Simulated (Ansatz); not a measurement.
Tuning the range parameter of LC-ωPBE so that −HOMO meets the ionisation energy; basis def2-SVP, Ansatz. System: the cluster Si₇. Charge 0, multiplicity 1. Geometry: r2SCAN-D4/def2-SVP. The ionised state is a doublet.

Geometry of the singlet:

```xyz
7

Si    0.840    0.687    1.827
Si   -1.149    1.658    0.669
Si    0.191   -1.450   -1.543
Si   -0.755   -0.782    0.642
Si    1.669   -1.233    0.460
Si    0.755    0.782   -0.642
Si   -1.551    0.337   -1.414
```

The structure comes from a short search, and lower isomers may exist.

| ω (1/bohr) | HOMO (eV) | LUMO (eV) | vertical IE (eV) | HOMO + IE (eV) |
| --- | --- | --- | --- | --- |
| 0.1 | -7.24 | -2.43 | 8.17 | 0.93 |
| 0.15 | -7.69 | -2.04 | 8.22 | 0.52 |
| 0.2 | -8.03 | -1.80 | 8.27 | 0.24 |
| 0.3 | -8.51 | -1.55 | 8.40 | -0.11 |

Question: Where does the tuning condition hold?

Answer: Near ω = 0.27 bohr⁻¹, by linear interpolation.
